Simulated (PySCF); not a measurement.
System: C2H6AlCl (charge 0, singlet). 
Coordinates optimised at B3LYP-D3(BJ)/def2-TZVP (Ansatz):
```xyz
10

Al     0.2202    -0.2585     0.2229
C      2.0277    -0.6194    -0.4011
H      2.5509    -1.3453     0.2246
H      2.6195     0.3003    -0.4194
H      2.0150    -0.9999    -1.4262
C     -0.6472    -1.0029     1.7977
H     -1.5248    -1.5899     1.5115
H     -1.0079    -0.2071     2.4552
H      0.0160    -1.6488     2.3766
Cl    -0.9302     1.0932    -0.9411
```

Dispersion corrections to the total energy (kcal/mol) from the dftd3 and dftd4 libraries through PySCF: D3(BJ) without and D4 with the three-body term, each with the damping fitted for the functional named.

```json
[
 {"functional": "TPSS", "D3(BJ)": "-5.46", "D4": "(withheld)"},
 {"functional": "B3LYP", "D3(BJ)": "(withheld)", "D4": "-6.60"},
 {"functional": "PBE0", "D3(BJ)": "-3.82", "D4": "-3.51"},
 {"functional": "HSE06", "D3(BJ)": "-3.14", "D4": "-3.30"},
 {"functional": "CAM-B3LYP", "D3(BJ)": "(withheld)", "D4": "-3.61"},
 {"functional": "BHLYP", "D3(BJ)": "-6.39", "D4": "-5.37"},
 {"functional": "PW6B95", "D3(BJ)": "-2.55", "D4": "-3.47"}
]
```

Task: What belongs in the gaps?

Result: 
- TPSS, D4: -5.50
- B3LYP, D3(BJ): -7.68
- CAM-B3LYP, D3(BJ): -3.70
